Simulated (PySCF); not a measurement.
CH₈Si₂, SMILES [SiH3]C[SiH3].

Geometry optimised at PBE-D3(BJ)/def2-SVP.

Two levels are set side by side: TDDFT-PBE/def2-SVPD (PySCF) and TDDFT-M06-2X/def2-SVPD (PySCF). Vertical, same geometry. The lowest singlet is HOMO→LUMO 98 % with PBE and HOMO→LUMO 89 % with the other functional; states are paired by order. Differences are taken from unrounded values.

| quantity | TDDFT-PBE |
|---|---|
| lowest singlet excitation (eV) | 7.05 |
| lowest triplet excitation (TDA) (eV) | 6.73 |
| first bright state (f over 0.05) (eV) | 7.65 |
| its oscillator strength | 0.07 |

Problem. These are the TDDFT-PBE values. What does TDDFT-M06-2X give? (An estimate is asked for; the answer gives what the named calculation found.)

Solution. 
```csv
quantity,TDDFT-M06-2X,TDDFT-PBE minus TDDFT-M06-2X
lowest singlet excitation (eV),7.80,-0.75
lowest triplet excitation (TDA) (eV),7.42,-0.69
first bright state (f over 0.05) (eV),8.34,-0.69
its oscillator strength,0.08,-0.01
```

Functionals without exact exchange tend to place singlet excitations lower, as here. Differences between two approximate levels are no errors against the true value.

Rough cost on one machine, each run with all the roots and properties that it gave: TDDFT-M06-2X against TDDFT-PBE about 20 times.
